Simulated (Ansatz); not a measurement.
One change: `C=C[SiH2][SiH2]C` becomes `C=C[SiH2][NH][GeH3]`.

Ansatz, PBE0-D4/def2-TZVP geometries, multiplicity 1. Each molecule was computed in one conformer, which needn't be the lowest.

Scalar relativity is left out up to krypton.

```csv
property,`C=C[SiH2][SiH2]C`
LUMO energy (ωB97M-V/def2-TZVPP) / eV,1.39
HOMO–LUMO gap (PBE/def2-TZVPP) / eV,4.82
size of the dipole moment (B3LYP/def2-TZVPP) / D,1.08
HOMO energy (B3LYP/def2-TZVPP) / eV,-7.21
HOMO–LUMO gap (PBE0/def2-TZVPP) / eV,6.83
LUMO energy (PBE/def2-TZVPP) / eV,-1.53
```

(1) Give the same properties after the change, and the shifts. (An estimate is asked.)

## Answers

(1) The calculation gave: 
```json
{"property": "LUMO energy (ωB97M-V/def2-TZVPP) / eV", "`C=C[SiH2][NH][GeH3]`": "1.41", "shift": "0.02"}
{"property": "HOMO–LUMO gap (PBE/def2-TZVPP) / eV", "`C=C[SiH2][NH][GeH3]`": "4.31", "shift": "-0.51"}
{"property": "size of the dipole moment (B3LYP/def2-TZVPP) / D", "`C=C[SiH2][NH][GeH3]`": "1.05", "shift": "-0.03"}
{"property": "HOMO energy (B3LYP/def2-TZVPP) / eV", "`C=C[SiH2][NH][GeH3]`": "-6.97", "shift": "0.24"}
{"property": "HOMO–LUMO gap (PBE0/def2-TZVPP) / eV", "`C=C[SiH2][NH][GeH3]`": "6.62", "shift": "-0.21"}
{"property": "LUMO energy (PBE/def2-TZVPP) / eV", "`C=C[SiH2][NH][GeH3]`": "-1.56", "shift": "-0.03"}
```

Dipoles are sizes alone; their direction can turn.

Positive LUMOs are unbound, so they and the gaps depend on the basis.

B3LYP here is the variant with VWN-RPA as its local correlation; programs differ in this.
